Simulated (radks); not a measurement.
Q: The magnesium ion Mg2+, [Ne]. Calculated with a radial shooting solver on a logarithmic mesh with Libxc functionals: non-relativistic Kohn-Sham, exchange-only LDA, spin-polarised, spherical densities, point nucleus. Every spin shell is full or empty, so the densities are truly spherical. Functionals are evaluated on that one density, not self-consistently. Rank these orbital-free kinetic functionals by their error against the exact value of the orbitals, and give that value: Thomas-Fermi, von Weizsacker, TF + vW, TF + vW/9, TF + vW/5, LC94, APBEK, revAPBEK, Perdew 92, Thakkar, Pearson, LKT, PG1, DePristo-Kress, Ernzerhof.

A: Exact: 197.471 hartree. From best to worst, with 100 (|E| - |E exact|)/|E exact| (equal figures are ties): DePristo-Kress -0.04, Thakkar -0.05, LC94 +0.06, APBEK +0.19, Ernzerhof +0.29, Perdew 92 -0.54, TF + vW/9 -0.55, revAPBEK +0.61, Pearson -2.01, TF + vW/5 +5.36, Thomas-Fermi -7.94, PG1 +28.10, von Weizsacker -33.51, LKT +34.32, TF + vW +58.55.
